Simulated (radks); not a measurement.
Numerical settings for neutral gold, [Xe] 4f14 5d10 6s1. Method: Dirac Kohn-Sham, PBE, spin-unpolarised, spherical densities, finite nucleus; Fermi nuclear charge, rms radius 5.4371 fm; computed with a radial shooting solver on a logarithmic mesh with Libxc functionals. The defaults (mesh step 0.008 in ln r, mesh end at 40 bohr or more with all orbitals vanishing there, Anderson mixing 0.5 over 9 steps, residual threshold near 1e-9 with the energy settled to 1e-9 hartree or 1e-11 of itself, here a cap of 92 iterations) give E = -19043.796 hartree and 6s1/2 at -5.775 eV in 15 iterations. Run on one thread of a shared host, so times are rough (Intel(R) Xeon(R) 6975P-C): 0.13 s of CPU time, 0.13 s wall, 15 iterations on 2440 mesh points. Changes against that run (0 stands for a change within the tolerance of the run):

| setting | iterations | converged | E (mhartree) | e(6s1/2) (meV) | CPU (s) |
|---|---|---|---|---|---|
| mesh step in ln r 0.12 | 4 | no | diverged | - | 0.01 |
| mesh step in ln r 0.2 | 4 | no | diverged | - | 0.01 |
| mesh step in ln r 0.03 | 15 | yes | +0.00584 | 0 | 0.04 |
| mesh end (bohr) 2 | 14 | level above zero | +1.36e+04 | +1.19e+05 | 0.1 |
| mesh end (bohr) 3 | 14 | level above zero | +1.67e+03 | +2.3e+04 | 0.1 |
| residual threshold 0.01 | 8 | yes | +0.00154 | +5.02 | 0.09 |
| residual threshold 0.001 | 8 | yes | +0.00154 | +5.02 | 0.09 |
| mixing 0.05 | 21 | yes | 0 | 0 | 0.17 |
| linear mixing, mixing 0.05 | 92 | no | +0.0155 | -40.1 | 0.67 |
| linear mixing, mixing 1 | 92 | no | +1.4e+06 | +5.78e+03 | 3.9 |
| mixing history 3 | 17 | yes | 0 | 0 | 0.15 |
| iteration cap 3 | 3 | no | +67.9 | -551 | 0.05 |

Settled on a wrong energy, with an occupied level pushed above zero by the early mesh end: mesh end (bohr) 2 (+13.6 hartree); mesh end (bohr) 3 (+1.67 hartree). Apart from these: no run marked as converged misses the energy by more than 1 mhartree. A mesh that ends early acts as a hard wall.
